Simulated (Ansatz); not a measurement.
`O=C[SiH](F)[SiH3]` + `[OH][Ga]([OH])[OH]` → `[OH][Ga]([OH])[O][SiH3]` + `O=C[SiH2]F`  (cleavage of the Si–Si bond)

Gas-phase electronic energies from Ansatz, PBE0-D4/def2-TZVP geometries. CBS: MP2 limit from def2 TZ/QZ plus the TZ coupled-cluster correction, frozen cores. For Ga outer-core shells are correlated without core-valence functions, which leaves a few kJ/mol of doubt a bond. Scalar relativity is left out up to krypton. One conformer a species, not always the lowest.

`O=C[SiH](F)[SiH3]`:

Z-matrix (Å, degrees):
```
Si
C 1 1.921
Si 1 2.344 2 109.4
F 1 1.607 2 108.6 3 -121.1
H 1 1.486 2 107.0 3 122.4
O 2 1.206 1 119.0 3 -57.5
H 2 1.116 1 121.0 3 122.0
H 3 1.485 1 108.5 2 61.8
H 3 1.486 1 109.8 2 -178.3
H 3 1.486 1 109.5 2 -58.1
```

`[OH][Ga]([OH])[OH]`:

Cartesian coordinates in Å:
```
O 0.996 -1.115 0.954
Ga 0.000 0.000 0.000
O 0.524 0.492 -1.622
O -1.520 0.624 0.668
H 1.796 -1.391 0.500
H -0.087 1.096 -2.050
H -1.708 0.296 1.550
```

`[OH][Ga]([OH])[O][SiH3]`:

Cartesian coordinates in Å:
```
O 1.376 -0.104 1.772
Ga 0.926 -0.727 0.179
O 1.836 -2.043 -0.580
O -0.456 -0.017 -0.660
Si -1.564 1.159 -0.406
H 2.138 -0.547 2.153
H 1.494 -2.290 -1.443
H -2.478 1.193 -1.577
H -2.361 0.889 0.822
H -0.911 2.488 -0.263
```

`O=C[SiH2]F`:

Z-matrix (Å, degrees):
```
Si
C 1 1.917
F 1 1.600 2 109.7
H 1 1.480 2 108.6 3 -119.1
H 1 1.480 2 108.7 3 119.2
O 2 1.206 1 117.9 3 -180.0
H 2 1.115 1 122.0 3 -0.0
```

```
                  species  CCSD(T)/CBS(def2) energy (Eh)
      `O=C[SiH](F)[SiH3]`                     -794.20623
     `[OH][Ga]([OH])[OH]`                    -2151.36698
`[OH][Ga]([OH])[O][SiH3]`                    -2441.68458
             `O=C[SiH2]F`                     -503.92730
```

Task: Work out ΔE.

Result: ΔE = (-2441.68458) + (-503.92730) − (-794.20623) − (-2151.36698) = -0.03867 Eh = -101.5 kJ/mol.

Largest T1 diagnostic among the species: 0.015.

From PBE to PBE0 (25 % exact exchange), in def2-TZVPP and without D4, ΔE moves by −11.2 kJ/mol. In def2-TZVPP, CCSD(T) changes the Hartree–Fock value by +28.3 kJ/mol (the triples alone add +4.0 kJ/mol) and MP2 by +20.7 kJ/mol.
